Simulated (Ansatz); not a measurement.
Sn5Cl4⁺. Charge 1, multiplicity 2. Geometry PBE-D4/def2-SVP.

```xyz
9

Sn   -0.566    2.847   -1.885
Sn    0.879   -1.061    2.721
Sn   -0.460   -0.161   -1.821
Sn    0.327    1.445    0.786
Sn   -1.860   -0.922    0.740
Cl   -2.433    2.056   -0.256
Cl    0.065   -2.806    1.037
Cl    1.468   -1.426   -2.419
Cl    2.578    0.028    1.096
```

In the def2 sets Sn takes a core potential; there is no spin–orbit coupling. Another isomer (doublet) lies 0.54 eV lower at PBE0-D4/def2-SVP; other spin states weren't run for this one.

Question: Estimate the α-spin orbital energies around the gap (eV) in Ansatz with PBE-D4/def2-SVP, r2SCAN-D4/def2-SVP, PBE0-D4/def2-SVP.

Answer: 
```tsv
orbital	PBE-D4/def2-SVP	r2SCAN-D4/def2-SVP	PBE0-D4/def2-SVP
HOMO−9	-11.40	-11.83	-12.80
HOMO−8	-11.39	-11.78	-12.59
HOMO−7	-11.20	-11.59	-12.38
HOMO−6	-11.03	-11.41	-12.17
HOMO−5	-10.81	-11.19	-12.04
HOMO−4	-10.72	-11.11	-11.95
HOMO−3	-10.59	-10.98	-11.91
HOMO−2	-9.64	-9.92	-10.41
HOMO−1	-9.14	-9.56	-10.04
HOMO	-8.90	-9.16	-9.70
LUMO	-7.54	-7.62	-7.11
LUMO+1	-6.80	-6.82	-6.28
LUMO+2	-6.41	-6.36	-5.82
LUMO+3	-6.19	-6.15	-5.61
LUMO+4	-6.04	-5.98	-5.40
LUMO+5	-5.89	-5.78	-5.24
β HOMO	-8.83	-9.11	-9.63
β LUMO	-8.60	-8.59	-8.05
```
